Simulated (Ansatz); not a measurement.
```xyz
8

F    -1.8755    0.6413   -0.1946
B    -0.6153    0.3240    0.0969
Zn    0.7626    1.7950    0.6734
C    -0.2166   -1.1861   -0.1671
Cl    0.7449   -0.9458   -1.6718
H     1.7964    2.8736    1.1083
H     0.4457   -1.6458    0.5643
H    -1.0422   -1.8561   -0.4093
```

The species carries charge 0 and has multiplicity 1.

(1) List the PBE0/def2-TZVPP orbital energies in eV (Ansatz 0.2.0). (Best estimate.)

Answers

(1) Ansatz gave: Occupied: -9459.02, -2767.78, -1152.58, -1014.91, -1014.91, -1014.84, -674.34, -279.51, -259.58, -197.92, -197.70, -197.68, -186.23, -133.27, -89.08, -89.08, -88.91, -33.96, -24.22, -19.11, -15.65, -14.60, -14.35, -14.35, -14.25, -14.23, -13.50, -13.17, -12.95, -12.21, -11.42, -9.27, -8.90, -8.67, -7.11. Lowest empty: -1.76, -0.73, 0.05, 0.87, 1.10, 1.93, 2.32, 2.55.
